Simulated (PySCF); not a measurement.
Compound: C4H8SSe.
Geometry (PBE0-D3(BJ)/def2-SVP, Å), atoms numbered from 1 in this order:
```xyz
14
C4H8SSe angstrom
C     -0.5122    1.6427   -0.4288
C      0.1367    0.4810   -0.5956
S     -0.5466   -1.1331   -0.5451
C     -2.1952   -0.8422    0.1211
Se     1.9991    0.4625   -1.0407
C      2.6537   -0.4970    0.5217
H     -1.5931    1.6915   -0.2744
H      0.0404    2.5838   -0.4564
H     -2.1432   -0.3064    1.0806
H     -2.8233   -0.2820   -0.5872
H     -2.6415   -1.8329    0.2838
H      2.5327    0.1153    1.4245
H      2.1194   -1.4494    0.6292
H      3.7204   -0.6907    0.3443
```

Level of theory: core-valence-separated Tamm–Dancoff BHandHLYP/aug-pcX-1 (pcseg-1 on H, def2-SVPD on S, def2-SVPD on Se) in PySCF, non-relativistic, gas phase, PBE0-D3(BJ)/def2-SVP geometry. BHandHLYP without relativity tends to put these K edges a few eV too low, so spacings mean more than positions.

The lowest roots of each edge with f over 0.003 (five at most, numbered afresh; weaker and dark ones are left out), with transition dipoles (au) in the frame of the coordinates:

```tsv
root	edge	E (eV)	μx	μy	μz
1	C	282.60	-0.0123	0.0064	-0.0892
2	C	283.87	0.0221	-0.0024	0.0931
3	C	284.60	0.0281	-0.0413	0.0662
4	C	285.60	-0.0686	0.0072	0.0297
5	C	285.89	-0.0202	0.0254	0.0058
```

Problem. What are the oscillator strengths?

Solution. f = (2/3) ΔE |μ|², with ΔE in hartree (27.2114 eV):

| root | ΔE (Eh) | \|μ\|² (au) | f | core hole on |
| --- | --- | --- | --- | --- |
| 1 | 10.3855 | 0.008149 | 0.056 | C1 |
| 2 | 10.4320 | 0.009162 | 0.064 | C2 |
| 3 | 10.4589 | 0.006878 | 0.048 | C6 |
| 4 | 10.4955 | 0.005640 | 0.039 | C4 |
| 5 | 10.5064 | 0.001087 | 0.008 | C1 |

Problem. Molecules are fixed in this frame and the field points along y. What effective strengths 3 f cos²θ do the roots have (θ between field and μ)?

Solution. root 1 (C1): 0.001, root 2 (C2): 0.000, root 3 (C6): 0.036, root 4 (C4): 0.001, root 5 (C1): 0.014. Root 3 is the strongest. Averaged over all orientations cos²θ is 1/3, which gives f back.

 The BHandHLYP/aug-pcX-1 (pcseg-1 on H, def2-SVPD on S, def2-SVPD on Se) calculation is non-relativistic and has no spin–orbit coupling, an omission that weighs most on selenium.

Rough CPU time on one thread of a shared machine: about 90 s.

One conformer stands for the species.
